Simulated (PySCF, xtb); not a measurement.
sulfur difluoride (F2S), SMILES FSF.

xtb with GFN2-xTB at its own geometry gives an orbital gap of 2.49 eV and a dipole moment of 1.78 D.

Geometry: ωB97X-D3(BJ)/def2-TZVP.

Problem. What does PySCF with HF/def2-TZVPD give? (An estimate is asked for; the answer gives what the named calculation found.)

Solution. gap 12.18 eV (levels -10.86 and 1.32 eV), dipole 1.33 D.
